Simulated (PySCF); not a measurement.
Cl²⁺: excitation energy

Cl²⁺ [Ne] 3s2 3p3 (4S) → Cl²⁺ [Ne] 3s1 3p4 (4P), as a difference of total energies. Calculation: PySCF 2.14, in dyall-av2z (13s9p2d, 50 functions); the non-relativistic Hamiltonian (point nucleus). Correlated levels: valence: [Ne] frozen; virtual orbitals above 40 to 60 times the deepest correlated orbital energy dropped. The calculations carry no spin-orbit coupling.

```
           method  excitation energy (cm⁻¹)
              UHF                    104120
    MP2 (valence)                    103520
SCS-MP2 (valence)                    103390
   CCSD (valence)                    100060
CCSD(T) (valence)                     99715
  CCSDT (valence)                     99538
```

A first-order spin-orbit estimate (lowest level to lowest level, LS coupling) adds -0.046 eV.

The coupled-cluster amplitudes are large for the upper state (T1 above 0.03 or a double amplitude above 0.15), so a single reference is strained.
